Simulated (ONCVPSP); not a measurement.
Ranking ONCV potentials for helium (He)

All share these settings but for the change named:

He (Z = 2), optimised norm-conserving Vanderbilt (ONCV), made with ONCVPSP 4.0.1 (PBE, scalar-relativistic). Core none, reference 1s2. Waves: 1s: rc 0.50 bohr, ncon 3, nbas 6, qcut 10.4 1/bohr, 2 projectors, debl 1.2 Ha; p scattering state at 0.22 Ha: rc 0.40 bohr, ncon 4, nbas 7, qcut 18.1 1/bohr, 2 projectors, debl 1.9 Ha. Local part: polynomial inside 0.30 bohr (lpopt 5, dvloc0 0 Ha). Core correction: none.

Cutoff: the first of the cutoffs (Ha) at which the residual kinetic energy of the hardest occupied pseudo-wave falls to 1 and 0.1 mHa per electron; the density cutoff is not measured.

The base gives 149 Ha.

Of 7 variants that were run, those that failed, showed a ghost or another fault, or gave nearly equal values are left out.

A variant can come out equal or close to the base.

Problem. Rank these variants from softest to hardest (loose cutoff).
A. s: qcut 11.3; p: qcut 19.6
B. p: rc 0.58
C. s: qcut 9.5

Solution. A (83 Ha), B (149 Ha), C (245 Ha).
